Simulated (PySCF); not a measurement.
Series GeXY, Y = hydroxy, computed as singlets and as triplets. All species are isolated molecules in the gas phase. One relaxed conformer stands for each flexible species; it need not be the lowest. Strings in code marks are SMILES.

The HOMO–LUMO gap from two functionals at the same geometries (B3LYP-D3(BJ)/def2-TZVP), both in PySCF: PBE-D3(BJ)/def2-TZVP and B3LYP-D3(BJ)/def2-TZVP. B3LYP has the VWN-RPA correlation part, as in Gaussian. 

| species | PBE-D3(BJ)/def2-TZVP (eV) | B3LYP-D3(BJ)/def2-TZVP (eV) |
|---|---|---|
| X = amino, multiplicity 1 (`[NH2][Ge][OH]` (lower singlet)) | 4.41 | 5.91 |
| X = silyl, multiplicity 1 (`[OH][Ge][SiH3]` (lower singlet; H–O–Ge–Si torsion 180°)) | 1.88 | 3.25 |
| X = cyano, multiplicity 1 (`N#[C][Ge][OH]` (lower singlet)) | 3.36 | 4.96 |
| X = mercapto, multiplicity 1 (`[OH][Ge][SH]` (lower singlet; H–O–Ge–S torsion 0°, O–Ge–S–H torsion 180°)) | 3.56 | 4.94 |
| X = formyl, multiplicity 1 (`O=[CH][Ge][OH]` (lower singlet; O–C–Ge–O torsion 0°, C–Ge–O–H torsion 0°)) | 1.43 | 3.09 |
| X = isocyano, multiplicity 1 (`[C-]#[N+][Ge][OH]` (lower singlet)) | 3.27 | 5.10 |

Over these rows, drawn at random from the members with no instability flagged (it was tested for open shells, ions and some series alone), PBE minus B3LYP-D3(BJ): mean -1.56 eV, from -1.83 eV to -1.37 eV.
